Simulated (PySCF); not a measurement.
Working out the ionisation energy of Ge⁺

Ge⁺ [Ar] 3d10 4s2 4p1 (2P) → Ge²⁺ [Ar] 3d10 4s2 (1S). Calculation: PySCF 2.14, in aug-cc-pVQZ-PP with ECP10MDF (7s6p5d3f2g, 89 functions); a scalar-relativistic core potential. Frozen: 3s2 3p6 3d10. Energies in hartree (1 hartree = 27.21139 eV):

```json
{"part": "UHF", "Ge⁺ (lower)": "-293.081882", "Ge²⁺ (upper)": "-292.521279"}
{"part": "CCSD correlation", "Ge⁺ (lower)": "-0.052464", "Ge²⁺ (upper)": "-0.040437"}
{"part": "(T)", "Ge⁺ (lower)": "-0.000859", "Ge²⁺ (upper)": "0.000000"}
```

Question: What does Hartree-Fock give?

Answer: (-292.521279) − (-293.081882) = 0.560603 hartree = 15.255 eV.

Question: What do CCSD and CCSD(T) give?

Answer: The CCSD correlation energies differ by 0.012027 hartree = 0.327 eV and the triples by 0.000859 hartree = 0.023 eV, so CCSD gives 15.582 eV and CCSD(T) 15.605 eV.

Measured between the centres of the two terms (NIST): 15.789 eV, so CCSD(T) (valence) is off by -0.184 eV.

What remains against the reference includes basis incompleteness, the frozen core and higher excitations.
